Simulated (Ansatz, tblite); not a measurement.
Spin states of ZrTe2⁻ (the lowest doublet isomer of a short search), each relaxed with r2SCAN-D4/def2-TZVPD in Ansatz. Electronic energies in the gas phase.

In the def2 sets Te, Zr take a core potential; there is no spin–orbit coupling. The xTB rows come from tblite. Correlated methods freeze 8 core orbitals; core or outer-core shells of Zr, Te are correlated, in sets that lack core-valence functions. The rows differ in basis, and correlated rows in double-zeta sets carry the largest basis error. In CCSD on the charge -1 quartet the largest single amplitude is 0.34, so its Hartree–Fock determinant may place the open shell otherwise than the density functionals do. The structure comes from a short search, and lower isomers may exist.

Doublet geometry (C2v within 0.1 Å):

```xyz
3

Zr   -0.522   -0.584   -0.446
Te   -0.648    1.982   -0.925
Te    1.171   -1.398    1.370
```

Quartet geometry (C2v within 0.1 Å):

Cartesian coordinates in Å:
```
Zr -0.640 -0.522 -0.713
Te 1.783 0.568 -1.181
Te -1.142 -0.046 1.894
```

Run but left out: HF/STO-3G, HF/def2-SVPD, HF/def2-TZVPD, MP2/def2-SVPD, MP2/def2-TZVPD (doublet: a determinant that CCSD turns far, T1 0.051).

Only these spin states were relaxed.

**Question.** Estimate which spin state lies lowest at each of these levels, and by how much: GFN1-xTB; GFN2-xTB; PBE-D4/def2-TZVPD; revPBE-D4/def2-TZVPD; r2SCAN-D4/def2-TZVPD; B97M-V/def2-TZVPD; PBE0-D4/def2-TZVPD; r2SCAN0-D4/def2-TZVPD; ωB97X-V/def2-TZVPD; RPA@PBE/def2-TZVPD; CCSD/def2-SVPD; CCSD(T)/def2-SVPD.

**Answer.** 
| level | quartet − doublet (kcal/mol) | lowest of these | remarks |
| --- | --- | --- | --- |
| GFN1-xTB | 30.6 | doublet | – |
| GFN2-xTB | 10.3 | doublet | – |
| PBE-D4/def2-TZVPD | 32.1 | doublet | HOMO above zero (quartet) |
| revPBE-D4/def2-TZVPD | 30.6 | doublet | HOMO above zero (quartet) |
| r2SCAN-D4/def2-TZVPD | 29.1 | doublet | HOMO above zero (quartet) |
| B97M-V/def2-TZVPD | 28.4 | doublet | HOMO above zero (quartet) |
| PBE0-D4/def2-TZVPD | 30.5 | doublet | – |
| r2SCAN0-D4/def2-TZVPD | 28.3 | doublet | – |
| ωB97X-V/def2-TZVPD | 32.7 | doublet | – |
| RPA@PBE/def2-TZVPD | 33.3 | doublet | – |
| CCSD/def2-SVPD | 31.1 | doublet | large T1 (0.051) (doublet), spin-contaminated (⟨S²⟩ 0.84) (doublet) |
| CCSD(T)/def2-SVPD | 33.9 | doublet | large T1 (0.051) (doublet), spin-contaminated (⟨S²⟩ 0.84) (doublet) |

Change of the quartet − doublet gap on mixing in exact exchange, in kcal/mol: PBE to PBE0 (25 % exact exchange) -1.6; r2SCAN to r2SCAN0 (25 % exact exchange) -0.8. The xTB methods have no spin-polarisation term.

```
  state  donor atoms  mean metal–ligand distance (Å)  range (Å)  Mulliken spin on the metal (PBE0)
doublet            2                           2.613  2.61–2.61                               1.29
quartet            2                           2.698  2.70–2.70                               2.05
```

⟨S²⟩ at PBE0-D4/def2-TZVPD: doublet 0.77 (pure 0.75), quartet 3.77 (pure 3.75).
